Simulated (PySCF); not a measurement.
What PySCF settings do for GaC

Base input, run as `OMP_NUM_THREADS=1 python input.py` with PySCF 2.14:

```python
from pyscf import gto, scf, cc

mol = gto.M(
    atom='Ga 0 0 0; C 0 0 1.819',
    basis='sbkjc',
    ecp={'Ga': 'sbkjc', 'C': 'sbkjc'},
    charge=0,
    spin=3,
    verbose=4,
)
mf = scf.UHF(mol)
mf = mf.density_fit(auxbasis='def2-universal-jkfit')
mf.kernel()
mycc = cc.CCSD(mf, frozen=4)
mycc.kernel()
e = mycc.ipccsd(nroots=3)[0]
print('roots (eV) =', (e*27.211386).round(3))
mf.dip_moment()
print('orbital energies (hartree):', [e[max(0, n-3):n+3].round(4) for e, n in zip(mf.mo_energy, mol.nelec)])
```

Base result: E(SCF) = -262.504677 Eh, E(CCSD) − E(SCF) = -0.27695 Eh, ⟨S²⟩ = 3.757, μz(SCF) = -0.69 D, ionisation roots 8.352, 9.385, 9.524 eV. The bond length is a typed value, not an optimised one. No search for the lowest solution was made.

Hardware: AMD EPYC 9B45, 1 thread, shared host. Wall time 2.4 s, peak memory 0.14 GiB.

Each row names what differs from the base; energies in brackets are changes from the base.

| change | result | wall time (s) |
| --- | --- | --- |
| step after the SCF: eomip → ccsd(t) | E(SCF) = -262.504677 Eh (+0.0000 eV), E(CCSD) − E(SCF) = -0.27695 Eh, (T) = -0.00769 Eh, ⟨S²⟩ = 3.757, μz(SCF) = -0.69 D | 2.5 |
| spin (2S): 3 → 39 [unsound on purpose] | stops with AssertionError | 0.3 |
| step after the SCF: eomip → tdhf; number of roots: 3 → 4 | E(SCF) = -262.504677 Eh (+0.0000 eV), ⟨S²⟩ = 3.757, μz(SCF) = -0.69 D, first excitations without spin–orbit coupling 1.75, 1.75, 4.02, 4.02 eV | 2.3 |
| initial guess: minao → chk (no such guess here, so PySCF falls back to its default) | E(SCF) = -262.504677 Eh (+0.0000 eV), 16 cycles, E(CCSD) − E(SCF) = -0.27695 Eh, ⟨S²⟩ = 3.757, μz(SCF) = -0.69 D, ionisation roots 8.352, 9.385, 9.524 eV | 2.2 |
| functional: none (Hartree–Fock) → pbe0; SCF type: UHF → UKS; step after the SCF: eomip → analyze | E(SCF) = -263.742993 Eh, 14 cycles, ⟨S²⟩ = 3.754, μz(SCF) = -1.50 D | 1.2 |
| geometry: bond 1.819 → bond 1.946 | E(SCF) = -262.517513 Eh (-0.3493 eV), E(CCSD) − E(SCF) = -0.27556 Eh, ⟨S²⟩ = 3.757, μz(SCF) = -1.47 D, ionisation roots 8.386, 9.075, 9.657 eV | 2.3 |
| step after the SCF: eomip → stability | E(SCF) = -262.504677 Eh (+0.0000 eV), ⟨S²⟩ = 3.757, μz(SCF) = -0.69 D, internal stable; real -> complex stable; UHF/UKS -> GHF/GKS stable | 1.1 |
| frozen orbitals: 4 → 18 [unsound on purpose] | stops with ValueError (negative dimensions are not allowed) after the SCF | 0.45 |
| step after the SCF: eomip → ccsd | E(SCF) = -262.504677 Eh (+0.0000 eV), E(CCSD) − E(SCF) = -0.27695 Eh, ⟨S²⟩ = 3.757, μz(SCF) = -0.69 D | 2 |
| functional: none (Hartree–Fock) → 0.5*hf+0.5*b88,lyp; SCF type: UHF → UKS; step after the SCF: eomip → analyze | E(SCF) = -263.595409 Eh, 14 cycles, ⟨S²⟩ = 3.756, μz(SCF) = -1.53 D | 1.2 |
| geometry: bond 1.819 → bond 1.764 | E(SCF) = -262.494242 Eh (+0.2840 eV), E(CCSD) − E(SCF) = -0.27766 Eh, ⟨S²⟩ = 3.757, μz(SCF) = -0.37 D, ionisation roots 8.315, 9.265, 9.726 eV | 2.2 |
| frozen orbitals: 4 → 5 | E(SCF) = -262.504677 Eh (+0.0000 eV), E(CCSD) − E(SCF) = -0.21762 Eh, ⟨S²⟩ = 3.757, μz(SCF) = -0.69 D, ionisation roots 8.379, 9.376, 9.522 eV | 2 |
| PCM solvent, dielectric constant: none → 78.36; step after the SCF: eomip → analyze | E(SCF) = -262.510156 Eh (-0.1491 eV), ⟨S²⟩ = 3.758, μz(SCF) = -0.93 D | 1.3 |
| basis set: sbkjc → def2-tzv2p; core potential: on → off [unsound on purpose] | stops with BasisNotFoundError (def2-tzv2p) | 0.36 |
| basis set: sbkjc → ano-rcc-vdzp; core potential: on → off; spin-free X2C: off → on; frozen orbitals: 4 → 10 | E(SCF) = -1979.958166 Eh, 13 cycles, E(CCSD) − E(SCF) = -0.31603 Eh, ⟨S²⟩ = 3.758, μz(SCF) = -0.65 D, ionisation roots 8.448, 9.660, 9.710 eV | 1.9 |
| smearing width (hartree): none → 0.001; step after the SCF: eomip → none [smearing does not keep the typed spin] | E(SCF) = -262.254352 Eh (+6.8117 eV), μz(SCF) = -2.96 D | 0.48 |
| basis set: sbkjc → jorge-dzp-dkh; core potential: on → off; spin-free X2C: off → on; frozen orbitals: 4 → 10 | E(SCF) = -1979.844776 Eh, 13 cycles, E(CCSD) − E(SCF) = -0.39181 Eh, ⟨S²⟩ = 3.757, μz(SCF) = -0.73 D, ionisation roots 8.460, 9.668, 9.698 eV | 4.8 |
| geometry: bond 1.819 → bond 3.638 | E(SCF) = -262.436942 Eh (+1.8432 eV), E(CCSD) − E(SCF) = -0.26034 Eh, ⟨S²⟩ = 3.755, μz(SCF) = -0.01 D, ionisation roots 5.522, 6.622, 6.812 eV | 4.5 |
| geometry: bond 1.819 → bond 2.037 | E(SCF) = -262.520013 Eh (-0.4173 eV), E(CCSD) − E(SCF) = -0.27473 Eh, ⟨S²⟩ = 3.757, μz(SCF) = -2.05 D, ionisation roots 8.364, 8.771, 8.771 eV | 2.3 |
| charge: 0 → 1; spin (2S): 3 → 2 [an earlier cycle lay lower, so not the lowest solution of its kind] [another spin of the ion may lie lower] | E(SCF) = -262.171780 Eh (+9.0586 eV), E(CCSD) − E(SCF) = -0.29790 Eh, ⟨S²⟩ = 2.251, ionisation roots 16.870, 16.870, 17.828 eV | 3.1 |
| SCF type: UHF → RHF [runs as restricted open-shell] | E(SCF) = -262.502371 Eh (+0.0627 eV), 15 cycles, E(CCSD) − E(SCF) = -0.27916 Eh, μz(SCF) = -0.54 D, ionisation roots 9.390, 9.535, 9.535 eV | 2.4 |

Task: Order these changes by how far they move the SCF energy from the base, largest first: (1) geometry: bond 1.819 → bond 1.764; (2) geometry: bond 1.819 → bond 1.946; (3) geometry: bond 1.819 → bond 2.037; (4) geometry: bond 1.819 → bond 3.638.

Result: (4) +1.8432 eV, (3) -0.4173 eV, (2) -0.3493 eV, (1) +0.2840 eV.
